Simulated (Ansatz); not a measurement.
Consider the hydrogenolysis of the Si–C bond: `C[SiH]1C[Se]1` + H₂ → `C1[SiH2][Se]1` + CH₄.

Gas-phase electronic energies from Ansatz, PBE0-D4/def2-TZVP geometries. CBS: MP2 limit from def2 TZ/QZ plus the TZ coupled-cluster correction, frozen cores. This one scheme is used for every species. DFT in def2-TZVPP. For Se outer-core shells are correlated without core-valence functions, which leaves a few kJ/mol of doubt a bond. Scalar relativity is left out up to krypton.

| level | ΔE (kcal/mol) | difference from CCSD(T)/CBS |
| --- | --- | --- |
| r2SCAN-D4 | -3.9 | 0.3 |
| PBE0-D4 | -4.3 | -0.1 |
| ωB97X-V | -4.8 | -0.6 |
| ωB97M-V | -4.2 | 0.0 |
| CCSD(T)/def2-TZVPP | -4.8 | -0.6 |
| HF/def2-QZVPP | -9.7 | -5.5 |
| MP2/def2-QZVPP | -2.9 | 1.3 |
| HF/CBS(def2) | -9.6 | -5.4 |
| MP2/CBS(def2) | -2.7 | 1.5 |
| CCSD/CBS(def2) | -5.2 | -1.0 |
| CCSD(T)/CBS | -4.2 | 0 |

Largest T1 diagnostic among the species: 0.011.

In def2-TZVPP, CCSD(T) changes the Hartree–Fock value by +4.9 kcal/mol (the triples alone add +1.0 kcal/mol) and MP2 by +6.4 kcal/mol. The D4 term adds +2.2 kcal/mol with B3LYP and +1.2 kcal/mol with PBE0; it sums over pairs of atoms, weighted by their polarisabilities, and B3LYP, whose exchange is more repulsive, gets the larger term.

B3LYP here is the variant with VWN-RPA as its local correlation; programs differ in this.
